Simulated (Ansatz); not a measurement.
`[SiH3][SiH2][SiH2][SiH2][GeH3]` + `[NH2][GeH3]` → `[SiH3][SiH2][NH][GeH3]` + `[SiH3][SiH2][GeH3]`  (cleavage of the Si–Si bond)

Isolated molecules relaxed with PBE0-D4/def2-TZVP in Ansatz; ΔE leaves out vibrations. CBS: MP2 limit from def2 TZ/QZ plus the TZ coupled-cluster correction, frozen cores. DFT in def2-TZVPP. For Ge outer-core shells are correlated without core-valence functions, which leaves a few kJ/mol of doubt a bond. Scalar relativity is left out up to krypton. Each species was taken in one conformer, which may not be the lowest.

```json
{"level": "ωB97M-V", "ΔE (kcal/mol)": "-8.6", "difference from CCSD(T)/CBS": "-0.7"}
{"level": "revPBE", "ΔE (kcal/mol)": "-5.0", "difference from CCSD(T)/CBS": "2.9"}
{"level": "r2SCAN", "ΔE (kcal/mol)": "-6.8", "difference from CCSD(T)/CBS": "1.1"}
{"level": "r2SCANh", "ΔE (kcal/mol)": "-7.1", "difference from CCSD(T)/CBS": "0.8"}
{"level": "HF/def2-SVP", "ΔE (kcal/mol)": "-13.2", "difference from CCSD(T)/CBS": "-5.3"}
{"level": "CCSD/def2-SVP", "ΔE (kcal/mol)": "-8.3", "difference from CCSD(T)/CBS": "-0.4"}
{"level": "CCSD(T)/def2-SVP", "ΔE (kcal/mol)": "-7.6", "difference from CCSD(T)/CBS": "0.3"}
{"level": "MP2/def2-TZVPP", "ΔE (kcal/mol)": "-9.1", "difference from CCSD(T)/CBS": "-1.2"}
{"level": "HF/def2-QZVPP", "ΔE (kcal/mol)": "-14.9", "difference from CCSD(T)/CBS": "-7.0"}
{"level": "MP2/def2-QZVPP", "ΔE (kcal/mol)": "-9.1", "difference from CCSD(T)/CBS": "-1.2"}
{"level": "CCSD(T)/CBS", "ΔE (kcal/mol)": "-7.9", "difference from CCSD(T)/CBS": "0"}
```

Largest T1 diagnostic among the species: 0.013.

The D4 term adds +2.3 kcal/mol with B3LYP and +1.4 kcal/mol with PBE0; it sums over pairs of atoms, weighted by their polarisabilities, and B3LYP, whose exchange is more repulsive, gets the larger term. Leaving LDA and LC-ωPBE aside and taking each functional with its dispersion term where it has one, the values, not all of them listed here, spread over 6.7 kcal/mol, from B2PLYP to PBE-D4. In def2-TZVPP, CCSD(T) changes the Hartree–Fock value by +6.3 kcal/mol (the triples alone add +1.0 kcal/mol) and MP2 by +5.4 kcal/mol.

B3LYP here is the variant with VWN-RPA as its local correlation; programs differ in this.
